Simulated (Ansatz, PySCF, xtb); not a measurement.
Acid–base and redox partners of NC=O. All species are isolated molecules in the gas phase. One relaxed conformer stands for each flexible species; it need not be the lowest. Strings in code marks are SMILES.

Quantity: gas-phase deprotonation enthalpy at 298 K, in kcal/mol. Thermal and zero-point terms are GFN2-xTB rigid-rotor harmonic values (xtb). Levels without diffuse functions put anions too high.

Level 1: frozen-core CCSD(T)/aug-cc-pVTZ // r2SCAN-D4/def2-TZVPD (Ansatz, a program for electronic structure)
Level 2: PBE-D3(BJ)/def2-TZVPD // r2SCAN-D4/def2-TZVPD (PySCF)
Level 3: B3LYP/6-311+G** // r2SCAN-D4/def2-TZVPD (PySCF)
Level 4: SVWN5/6-31G* // r2SCAN-D4/def2-TZVPD (PySCF)

```tsv
species	level 2	level 3	level 4
proton removed from N1: `C(=O)[NH-]` (H–N–C–O torsion 0°)	359.5	360.6	368.7
```

Q: What does level 1 give for each?

A: 
- proton removed from N1: `C(=O)[NH-]` (H–N–C–O torsion 0°): 361.1
